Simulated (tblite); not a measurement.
Species: C₅H₁₀OSi.
SMILES with atom numbers: `[CH3:1][SiH2:2][O:3][C@:4]12[CH2:5][C@H:6]1[CH2:7]2` (hydrogens: H8, H9, H10 on C1; H11, H12 on Si2; H13, H14 on C5; H15 on C6; H16, H17 on C7)

Geometry (GFN2-xTB, Å), atoms numbered from 1 in this order:
```
atom  x, y, z in Å
C1     3.0288    0.1657    0.5509
Si2    1.6206   -0.1341   -0.6717
O3     0.3035    0.2832    0.1949
C4    -1.0112    0.1511   -0.0900
C5    -2.1394    1.1207    0.0448
C6    -2.2180   -0.2481    0.6700
C7    -1.8204   -1.0087   -0.5676
H8     3.9856    0.0087    0.0644
H9     3.0142    1.1805    0.9369
H10    2.9750   -0.5104    1.3993
H11    1.5417   -1.5388   -1.0867
H12    1.7282    0.7065   -1.8692
H13   -1.9911    1.9654    0.7049
H14   -2.7570    1.3414   -0.8201
H15   -2.4515   -0.5669    1.6615
H16   -2.4223   -0.9096   -1.4655
H17   -1.3939   -1.9948   -0.4329
```

Computed with GFN2-xTB (tblite): harmonic, unscaled wavenumbers at the GFN2-xTB geometry, gas phase. This tight-binding method is rough: wavenumbers can miss measured ones by several per cent, in bad cases by 10 to 20. Modes of hydrogen on silicon can be 10 to 20 % off. One conformer, not necessarily the lowest. The optimisation stopped once no atom felt more than 0.01 eV/Å.

Lowest wavenumbers of the output (negative numbers stand for imaginary wavenumbers):
```
mode    cm-1
  1     -25.6
  2      57.0
  3      98.0
  4     107.4
  5     204.8
  6     350.4
  7     383.2
  8     443.0
  9     482.4
 10     598.9
 11     621.3
 12     715.3
 13     775.3
 14     785.8
 15     809.9
```

Is this structure a minimum?

Not by this Hessian. 1 mode is imaginary beyond 20i (26i cm⁻¹), so at this level the point lies at or near a first-order saddle. The curvature is small, so loose convergence or finite differences may be the whole cause.

Which atoms move in the imaginary mode?

26i: Si2 (oxygen-bound silicon) 22 %, C7 (three-membered-ring carbon) 11 %, C5 (three-membered-ring carbon) 10 %. These are shares of the mass-weighted motion.

What is the remedy?

Step along that mode in both directions, optimise again with tighter thresholds and repeat the frequencies. The zero-point energy of this point (83.3 kcal/mol) counts the 44 real modes alone, and thermal corrections from it aren't those of a minimum.
